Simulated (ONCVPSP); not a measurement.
**What one change does to a pseudopotential (As, ONCV)**

```json
{
  "Element": "As (Z = 33)",
  "Generator": "ONCVPSP 4.0.1",
  "Type": "optimised norm-conserving Vanderbilt (ONCV)",
  "Functional": "PBE",
  "Relativity": "scalar-relativistic",
  "Frozen core": "[Ne]",
  "Valence charge": "23",
  "Reference configuration": "3s2 3p6 3d10 4s2 4p3",
  "Partial waves": "3s+4s: rc 0.90 bohr, ncon 4, nbas 7, qcut 14.3 1/bohr, 2 projectors; 3p+4p: rc 1.05 bohr, ncon 3, nbas 8, qcut 14 1/bohr, 2 projectors; 3d: rc 1.30 bohr, ncon 4, nbas 9, qcut 14.3 1/bohr, 2 projectors, debl 2 Ha",
  "Local potential": "polynomial inside 0.65 bohr (lpopt 3, dvloc0 0 Ha)",
  "Core correction": "Teter function fitted to the true core (icmod 2), fcfact 0.4"
}
```

Change: p: rc 0.72.

Cutoffs: the cutoffs (Ha) at which the residual kinetic energy of the hardest occupied pseudo-wave falls to 1 and 0.1 mHa per electron; they do not see the model core or the augmentation charge, which bear on the density cutoff. Errors are all-electron minus pseudo energies relative to the spin-unpolarised reference configuration.

Q: Predict the effect on cutoff, ghosts and configuration errors.

A: The potential gets neither clearly harder nor softer (74 Ha and 86 Ha → 74 Ha and 86 Ha); of the 4 tests that both files solve, the error grows in 0 and shrinks in 2 by more than 15 % and 0.3 meV (median size 4.3 → 3.4 meV); neither file shows a bound ghost.

| quantity | base | changed |
| --- | --- | --- |
| cutoff, loose | 74 Ha | 74 Ha |
| cutoff, tight | 86 Ha | 86 Ha |
| loose cutoff by channel | s 74 Ha, p 64 Ha, d 74 Ha | s 74 Ha, p 62 Ha, d 74 Ha |
| bound ghosts | none | none |
| GHOST(+) flags under 300 eV | none | none |
| error for 3s2 3p6 3d10 4s2 4p2, meV [ΔE 9.15 eV] | -0.6 | -0.3 |
| error for 3s2 3p6 3d10 4s2 4p1, meV [ΔE 27.07 eV] | -2.3 | -1.6 |
| error for 3s2 3p6 3d10 4s2 4p0, meV [ΔE 54.77 eV] | -6.3 | -5.1 |
| error for 3s2 3p6 3d10 4s1 4p0, meV [ΔE 105.42 eV] | -20 | -18 |
| s: phases at 0.91 bohr within 0.05 rad from the reference energy up to (Ha; the scan ends near 5) | to the end of the scan | to the end of the scan |
| d: phases at 1.32 bohr within 0.05 rad from the reference energy up to (Ha; the scan ends near 5) | to the end of the scan | to the end of the scan |
| rms error of d²Exc/dni dnj with the model core, mHa | 0.90 | 0.90 |
